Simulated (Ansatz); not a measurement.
Consider the ligand exchange at a Zr–C bond: `C#[C][Zr]([F])([F])[F]` + H–F → `[F][Zr]([F])([F])[F]` + acetylene.

Calculated with Ansatz (gas phase, PBE0-D4/def2-TZVP geometries, no zero-point term in ΔE). CCSD(T)/CBS adds triple-zeta CCSD(T) − MP2 to the extrapolated MP2 energy (def2 sets, frozen cores). This one scheme is used for every species. DFT in def2-TZVPP. B3LYP here is the variant with VWN-RPA as its local correlation; programs differ in this. Elements past krypton have def2 core potentials. For Zr outer-core shells are correlated without core-valence functions, which leaves a few kJ/mol of doubt a bond.

| level | ΔE (kJ/mol) | difference from CCSD(T)/CBS |
| --- | --- | --- |
| LDA (SPW92) | -153.7 | -9.0 |
| PBE-D4 | -149.9 | -5.2 |
| PBE0-D4 | -147.7 | -3.0 |
| BHLYP-D4 | -153.0 | -8.3 |
| PBE | -152.7 | -8.0 |
| B3LYP | -158.2 | -13.5 |
| r2SCANh | -154.2 | -9.5 |
| r2SCAN0 | -152.4 | -7.7 |
| BHLYP | -157.9 | -13.2 |
| RPA@PBE/def2-TZVPP | -136.5 | 8.2 |
| MP2/def2-SVP | -163.0 | -18.3 |
| CCSD/def2-SVP | -164.5 | -19.8 |
| CCSD(T)/def2-SVP | -161.9 | -17.2 |
| MP2/def2-QZVPP | -142.7 | 2.0 |
| SCS-MP2/def2-QZVPP | -146.3 | -1.6 |
| MP2/CBS(def2) | -143.5 | 1.2 |
| CCSD(T)/CBS | -144.7 | 0 |

Largest T1 diagnostic among the species: 0.018.

The D4 term adds +4.5 kJ/mol with B3LYP and +2.6 kJ/mol with PBE0; it sums over pairs of atoms, weighted by their polarisabilities, and B3LYP, whose exchange is more repulsive, gets the larger term. At CCSD(T), def2-SVP lies −17.2 kJ/mol from the extrapolated value and def2-TZVPP +3.4 kJ/mol. Leaving LDA and LC-ωPBE aside and taking each functional with its dispersion term where it has one, the values, not all of them listed here, spread over 15.7 kJ/mol, from CAM-B3LYP-D4 to PBE-QIDH.
